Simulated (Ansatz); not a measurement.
Reaction (hydrogenolysis of a C–Si bond): `[F][AlH][NH]C[SiH3]` + H₂ → `C[NH][AlH][F]` + SiH₄

Computed with Ansatz on PBE0-D4/def2-TZVP structures; ΔE is electronic, products minus reactants. CCSD(T)/CBS adds triple-zeta CCSD(T) − MP2 to the extrapolated MP2 energy (def2 sets, frozen cores). This one scheme is used for every species. DFT in def2-TZVPP. B3LYP here is the variant with VWN-RPA as its local correlation; programs differ in this. HSE06 is defined as in plane-wave codes. Each species was taken in one conformer, which may not be the lowest.

`[F][AlH][NH]C[SiH3]`:

```xyz
12

F     0.080   -1.862    2.447
Al    0.823   -0.415    2.162
N     0.220    0.531    0.805
C    -0.836    0.190   -0.139
Si   -0.154    0.005   -1.890
H     2.005    0.071    3.073
H     0.658    1.414    0.585
H    -1.650    0.927   -0.125
H    -1.291   -0.761    0.157
H    -1.235   -0.237   -2.886
H     0.564    1.258   -2.259
H     0.816   -1.121   -1.931
```

H₂:

Cartesian coordinates in Å:
```
H -0.292 -0.232 -0.014
H 0.292 0.232 0.014
```

`C[NH][AlH][F]`:

Cartesian coordinates in Å:
```
C 0.481 -0.457 -1.104
N 0.021 0.541 -0.161
Al -0.608 0.265 1.457
F -1.071 1.582 2.340
H 1.536 -0.323 -1.370
H 0.384 -1.455 -0.668
H -0.101 -0.454 -2.032
H 0.093 1.478 -0.529
H -0.736 -1.176 2.068
```

SiH₄:

Cartesian coordinates in Å:
```
Si 0.000 0.000 0.000
H 1.252 -0.791 -0.097
H -1.058 -0.825 0.636
H -0.438 0.404 -1.360
H 0.243 1.212 0.822
```

```json
{"level": "LDA (SPW92)", "ΔE (kcal/mol)": "-7.0", "difference from CCSD(T)/CBS": "1.0"}
{"level": "PBE-D4", "ΔE (kcal/mol)": "-6.9", "difference from CCSD(T)/CBS": "1.1"}
{"level": "revPBE-D4", "ΔE (kcal/mol)": "-5.8", "difference from CCSD(T)/CBS": "2.2"}
{"level": "BLYP-D4", "ΔE (kcal/mol)": "-7.1", "difference from CCSD(T)/CBS": "0.9"}
{"level": "B97M-V", "ΔE (kcal/mol)": "-9.2", "difference from CCSD(T)/CBS": "-1.2"}
{"level": "PBE0-D4", "ΔE (kcal/mol)": "-8.1", "difference from CCSD(T)/CBS": "-0.1"}
{"level": "B3LYP-D4", "ΔE (kcal/mol)": "-8.3", "difference from CCSD(T)/CBS": "-0.3"}
{"level": "r2SCANh-D4", "ΔE (kcal/mol)": "-7.9", "difference from CCSD(T)/CBS": "0.1"}
{"level": "r2SCAN0-D4", "ΔE (kcal/mol)": "-8.4", "difference from CCSD(T)/CBS": "-0.4"}
{"level": "HSE06-D4", "ΔE (kcal/mol)": "-8.1", "difference from CCSD(T)/CBS": "-0.1"}
{"level": "BHLYP-D4", "ΔE (kcal/mol)": "-9.6", "difference from CCSD(T)/CBS": "-1.6"}
{"level": "CAM-B3LYP-D4", "ΔE (kcal/mol)": "-9.3", "difference from CCSD(T)/CBS": "-1.3"}
{"level": "ωB97X-V", "ΔE (kcal/mol)": "-8.8", "difference from CCSD(T)/CBS": "-0.8"}
{"level": "ωB97M-V", "ΔE (kcal/mol)": "-8.1", "difference from CCSD(T)/CBS": "-0.1"}
{"level": "PBE", "ΔE (kcal/mol)": "-8.6", "difference from CCSD(T)/CBS": "-0.6"}
{"level": "revPBE", "ΔE (kcal/mol)": "-9.5", "difference from CCSD(T)/CBS": "-1.5"}
{"level": "BLYP", "ΔE (kcal/mol)": "-10.6", "difference from CCSD(T)/CBS": "-2.6"}
{"level": "r2SCAN", "ΔE (kcal/mol)": "-8.1", "difference from CCSD(T)/CBS": "-0.1"}
{"level": "PBE0", "ΔE (kcal/mol)": "-9.6", "difference from CCSD(T)/CBS": "-1.6"}
{"level": "B3LYP", "ΔE (kcal/mol)": "-11.0", "difference from CCSD(T)/CBS": "-3.0"}
{"level": "r2SCANh", "ΔE (kcal/mol)": "-8.4", "difference from CCSD(T)/CBS": "-0.4"}
{"level": "r2SCAN0", "ΔE (kcal/mol)": "-9.0", "difference from CCSD(T)/CBS": "-1.0"}
{"level": "HSE06", "ΔE (kcal/mol)": "-9.5", "difference from CCSD(T)/CBS": "-1.5"}
{"level": "BHLYP", "ΔE (kcal/mol)": "-12.0", "difference from CCSD(T)/CBS": "-4.0"}
{"level": "CAM-B3LYP", "ΔE (kcal/mol)": "-10.9", "difference from CCSD(T)/CBS": "-2.9"}
{"level": "LC-ωPBE", "ΔE (kcal/mol)": "-9.8", "difference from CCSD(T)/CBS": "-1.8"}
{"level": "RPA@PBE/def2-TZVPP", "ΔE (kcal/mol)": "-9.3", "difference from CCSD(T)/CBS": "-1.3"}
{"level": "HF/def2-SVP", "ΔE (kcal/mol)": "-16.0", "difference from CCSD(T)/CBS": "-8.0"}
{"level": "MP2/def2-SVP", "ΔE (kcal/mol)": "-9.8", "difference from CCSD(T)/CBS": "-1.8"}
{"level": "CCSD/def2-SVP", "ΔE (kcal/mol)": "-12.0", "difference from CCSD(T)/CBS": "-4.0"}
{"level": "CCSD(T)/def2-SVP", "ΔE (kcal/mol)": "-11.1", "difference from CCSD(T)/CBS": "-3.1"}
{"level": "HF/def2-TZVPP", "ΔE (kcal/mol)": "-14.9", "difference from CCSD(T)/CBS": "-6.9"}
{"level": "MP2/def2-TZVPP", "ΔE (kcal/mol)": "-7.5", "difference from CCSD(T)/CBS": "0.5"}
{"level": "SCS-MP2/def2-TZVPP", "ΔE (kcal/mol)": "-9.1", "difference from CCSD(T)/CBS": "-1.1"}
{"level": "CCSD/def2-TZVPP", "ΔE (kcal/mol)": "-10.0", "difference from CCSD(T)/CBS": "-2.0"}
{"level": "CCSD(T)/def2-TZVPP", "ΔE (kcal/mol)": "-8.8", "difference from CCSD(T)/CBS": "-0.8"}
{"level": "HF/def2-QZVPP", "ΔE (kcal/mol)": "-14.9", "difference from CCSD(T)/CBS": "-6.9"}
{"level": "SCS-MP2/def2-QZVPP", "ΔE (kcal/mol)": "-8.7", "difference from CCSD(T)/CBS": "-0.7"}
{"level": "HF/CBS(def2)", "ΔE (kcal/mol)": "-14.9", "difference from CCSD(T)/CBS": "-6.9"}
{"level": "CCSD/CBS(def2)", "ΔE (kcal/mol)": "-9.2", "difference from CCSD(T)/CBS": "-1.2"}
{"level": "CCSD(T)/CBS", "ΔE (kcal/mol)": "-8.0", "difference from CCSD(T)/CBS": "0"}
```

Largest T1 diagnostic among the species: 0.012.

The D4 term adds +2.8 kcal/mol with B3LYP and +1.5 kcal/mol with PBE0; it sums over pairs of atoms, weighted by their polarisabilities, and B3LYP, whose exchange is more repulsive, gets the larger term. At CCSD(T), def2-SVP lies −3.1 kcal/mol from the extrapolated value and def2-TZVPP −0.8 kcal/mol. Leaving LDA and LC-ωPBE aside and taking each functional with its dispersion term where it has one, the values, not all of them listed here, spread over 4.0 kcal/mol, from B2PLYP to revPBE-D4. LDA lies +1.6 kcal/mol from PBE without D4.

CCSD(T)/CBS has its own doubt, a few kJ/mol and more with outer-core shells, so smaller differences from it don't rank the levels.
